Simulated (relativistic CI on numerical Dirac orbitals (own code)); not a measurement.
**Inner-shell lines of Cl¹⁴⁺**

These numbers are calculated, not measured: Dirac-Coulomb-Breit CI, orbitals from a KLI potential per configuration, model QED (radiative potential, 1s self-energy scaled to tabulated hydrogen-like ionisation energies), valence Slater integrals scaled by 0.9 (own radial code, finite nucleus).

Configuration list: 1s²2s, 1s2s2p, 1s2s3p, 1s2p², 1s2p3p, 1s²2p. Levels of other configurations are missing.

The table holds the strongest lines. The upper levels have an inner-shell vacancy. Auger decay, open to those above the ionisation limit, is not computed, and radiative decays to configurations outside the model are missing too. Absolute energies can be off by a few tenths of a per cent, so close lines can change order. LS names give the leading component, which can be well under half, for lower levels too. Brackets number the levels in order of energy.

```
  λ (Å)               Upper             Lower   A (s⁻¹)  gA (s⁻¹)
4.51889    1s2p² ⁴P5/2 [13]  1s²2p ²P°3/2 [3]  5.30e+11  3.18e+12
4.49713    1s2p² ²D5/2 [15]  1s²2p ²P°3/2 [3]  4.41e+13  2.64e+14
4.49342    1s2p² ²P1/2 [16]  1s²2p ²P°3/2 [3]  3.50e+13  6.99e+13
4.49319    1s2p² ²D3/2 [14]  1s²2p ²P°1/2 [2]  5.14e+13  2.06e+14
4.48944    1s2p² ²P1/2 [16]  1s²2p ²P°1/2 [2]  1.02e+14  2.04e+14
4.48921    1s2p² ²P3/2 [17]  1s²2p ²P°3/2 [3]  1.23e+14  4.91e+14
4.48675   1s2s2p ²P°1/2 [7]   1s²2s ²S1/2 [1]  7.72e+13  1.54e+14
4.48524    1s2p² ²P3/2 [17]  1s²2p ²P°1/2 [2]  8.73e+12  3.49e+13
4.48473   1s2s2p ²P°3/2 [8]   1s²2s ²S1/2 [1]  8.55e+13  3.42e+14
4.47655    1s2p² ²S1/2 [18]  1s²2p ²P°3/2 [3]  4.26e+13  8.52e+13
4.47259    1s2p² ²S1/2 [18]  1s²2p ²P°1/2 [2]  6.05e+12  1.21e+13
4.46934  1s2s2p ²P°1/2 [10]   1s²2s ²S1/2 [1]  1.11e+13  2.22e+13
4.46843  1s2s2p ²P°3/2 [12]   1s²2s ²S1/2 [1]  2.49e+12  9.95e+12
3.87737   1s2p3p ⁴D3/2 [25]  1s²2p ²P°3/2 [3]  4.27e+11  1.71e+12
 3.8746   1s2p3p ²P3/2 [29]  1s²2p ²P°3/2 [3]  2.94e+12  1.18e+13
3.87385   1s2p3p ²P1/2 [31]  1s²2p ²P°3/2 [3]  2.13e+12  4.26e+12
3.87238   1s2p3p ⁴S3/2 [32]  1s²2p ²P°3/2 [3]  3.33e+12  1.33e+13
3.87164   1s2p3p ²P3/2 [29]  1s²2p ²P°1/2 [2]  1.31e+12  5.22e+12
3.87089   1s2p3p ²P1/2 [31]  1s²2p ²P°1/2 [2]  8.71e+12  1.74e+13
3.86943   1s2p3p ⁴S3/2 [32]  1s²2p ²P°1/2 [2]  2.42e+12  9.68e+12
3.86784   1s2p3p ²D3/2 [36]  1s²2p ²P°3/2 [3]  4.06e+12  1.62e+13
3.86536   1s2p3p ²D5/2 [37]  1s²2p ²P°3/2 [3]  1.67e+13  1.00e+14
3.86489   1s2p3p ²D3/2 [36]  1s²2p ²P°1/2 [2]  1.35e+13  5.40e+13
3.86248   1s2p3p ²S1/2 [38]  1s²2p ²P°3/2 [3]  1.26e+13  2.52e+13
3.85954   1s2p3p ²S1/2 [38]  1s²2p ²P°1/2 [2]  6.47e+12  1.29e+13
3.85669   1s2p3p ²D3/2 [39]  1s²2p ²P°3/2 [3]  1.03e+12  4.11e+12
3.85665   1s2p3p ²D5/2 [40]  1s²2p ²P°3/2 [3]  1.78e+12  1.07e+13
3.85559   1s2p3p ²P1/2 [41]  1s²2p ²P°3/2 [3]  5.14e+12  1.03e+13
3.85447  1s2s3p ²P°3/2 [22]   1s²2s ²S1/2 [1]  1.58e+13  6.34e+13
3.85436   1s2p3p ²P3/2 [42]  1s²2p ²P°3/2 [3]  8.25e+12  3.30e+13
3.85411  1s2s3p ²P°1/2 [23]   1s²2s ²S1/2 [1]  1.60e+13  3.20e+13
3.85266   1s2p3p ²P1/2 [41]  1s²2p ²P°1/2 [2]  3.98e+12  7.97e+12
3.85143   1s2p3p ²P3/2 [42]  1s²2p ²P°1/2 [2]  1.26e+12  5.03e+12
3.83756  1s2s3p ²P°1/2 [27]   1s²2s ²S1/2 [1]  6.37e+12  1.27e+13
3.83657  1s2s3p ²P°3/2 [28]   1s²2s ²S1/2 [1]  6.36e+12  2.55e+13
```
